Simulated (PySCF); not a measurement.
Isomers of C7H10FPSi, mass 172.027 u with the commonest isotopes. Level of theory: PBE0/pcSseg-1 in PySCF (dipole) on a GFN2-xTB geometry, gas phase. One conformer each, none proved a minimum here; rigid rotors.

Question: Order these by rotational constant C, largest first.
A. `[F:1][C:2]([SiH3:3])=[C:4]=[P:5][C:6]1=[CH:7][CH2:8][CH2:9][CH2:10]1` with C4–P5–C6–C7 178°, C6–C7–C8–C9 -12°, C7–C8–C9–C10 19°, C8–C9–C10–C6 -19°, P5–C6–C10–C9 -169°
B. `[F:1][c:2]1[cH:3][cH:4][c:5]([PH:6][CH2:7][SiH3:8])[cH:9][cH:10]1` with C4–C5–P6–C7 -110°, C5–P6–C7–Si8 50°
C. `[F:1][c:2]1[cH:3][cH:4][cH:5][c:6]([PH:7][CH2:8][SiH3:9])[cH:10]1` with C5–C6–P7–C8 -81°, C6–P7–C8–Si9 -72°

Answer: C (520.2 MHz), B (496.7 MHz), A (428.6 MHz).

Question: Order these by rotational constant A, smallest first.
A. `[F:1][C:2]([SiH3:3])=[C:4]=[P:5][C:6]1=[CH:7][CH2:8][CH2:9][CH2:10]1` with C4–P5–C6–C7 178°, C6–C7–C8–C9 -12°, C7–C8–C9–C10 19°, C8–C9–C10–C6 -19°, P5–C6–C10–C9 -169°
B. `Cc1cc(F)pc(C)c1[SiH3]`
C. `[F:1][c:2]1[cH:3][cH:4][cH:5][c:6]([PH:7][CH2:8][SiH3:9])[cH:10]1` with C5–C6–P7–C8 -81°, C6–P7–C8–Si9 -72°

Answer: C (1435 MHz), B (1483 MHz), A (1786 MHz).

Question: Order these by rotational constant B, largest first.
A. `[F:1][C:2]([SiH3:3])=[C:4]=[P:5][C:6]1=[CH:7][CH2:8][CH2:9][CH2:10]1` with C4–P5–C6–C7 178°, C6–C7–C8–C9 -12°, C7–C8–C9–C10 19°, C8–C9–C10–C6 -19°, P5–C6–C10–C9 -169°
B. `[F:1][c:2]1[cH:3][cH:4][c:5]([PH:6][CH2:7][SiH3:8])[cH:9][cH:10]1` with C4–C5–P6–C7 -110°, C5–P6–C7–Si8 50°
C. `CC1=PC(F)=CC(C)=C1[SiH3]`
D. `[F:1][c:2]1[cH:3][cH:4][cH:5][c:6]([PH:7][CH2:8][SiH3:9])[cH:10]1` with C5–C6–P7–C8 -81°, C6–P7–C8–Si9 -72°

Answer: C (776.9 MHz), D (624.7 MHz), B (543.3 MHz), A (460.6 MHz).

| SMILES | point group | Ia (u·Å²) | Ib (u·Å²) | Ic (u·Å²) | κ | μa (D) | μb (D) | μc (D) |
| --- | --- | --- | --- | --- | --- | --- | --- | --- |
| Fc1cccc(PC[SiH3])c1 | C1 | 352.26 | 808.94 | 971.46 | -0.77 | 0.46 | 1.55 | 1.75 |
| FC([SiH3])=C=PC1=CCCC1 | C1 | 283.02 | 1097.26 | 1179.16 | -0.95 | 1.91 | 1.22 | 1.68 |
| Fc1ccc(PC[SiH3])cc1 | C1 | 288.68 | 930.18 | 1017.40 | -0.93 | 1.10 | 0.41 | 0.06 |
| Cc1cc(F)pc(C)c1[SiH3] | C1 | 340.72 | 650.48 | 978.04 | -0.46 | 2.50 | 1.04 | 0.04 |
